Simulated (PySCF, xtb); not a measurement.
Si(Br)2(OH)2 (Br₂H₂O₂Si), SMILES O[Si](O)(Br)Br. Other conformers were not sampled.

Harmonic wavenumbers (cm⁻¹) from GFN2-xTB (xtb 6.7.1) at its own minimum, in rising order: 92, 142, 157, 201, 214, 229, 256, 394, 495, 728, 755, 889, 993, 3672, 3676.

Question: What does B3LYP-D3(BJ)/def2-SVP (PySCF) give at its own minimum? (Estimate from the structure and the level; the computed values follow.)

Answer: 101, 143, 173, 233, 237, 251, 275, 413, 493, 779, 831, 881, 978, 3853, 3855. Paired by order, the mean absolute difference is 44 cm⁻¹ and the zero-point energies are 18.4 and 19.3 kcal/mol.
